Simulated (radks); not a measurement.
Results of a calculation; reference values are marked as such.
Spin polarisation of the 4d8 shell in neutral rhodium. Start: [Kr] 4d(up 4, down 4) 5s(up 0.5, down 0.5); electrons of 4d are moved from spin down to spin up, other shells keep equal spins. Code: a radial shooting solver on a logarithmic mesh with Libxc functionals. Model: scalar-relativistic Kohn-Sham, BLYP, spin-polarised, spherical densities, point nucleus.

moment (Bohr magnetons)  E - E(0) (eV)  e(4d up) (eV)  e(4d down) (eV)  5s down minus up (eV)
0                                0.000         -5.828           -5.828                  0.000
0.5                             -0.038         -5.975           -5.674                  0.092
1                               -0.151         -6.115           -5.512                  0.184
1.5                             -0.339         -6.245           -5.344                  0.275
2                               -0.601         -6.367           -5.170                  0.366

At moment 2 the spin-polarisation energy is -0.601 eV and the 4d exchange splitting 1.198 eV, that is 0.599 eV per Bohr magneton; E = -I m^2/4 would give I = 0.601 eV.
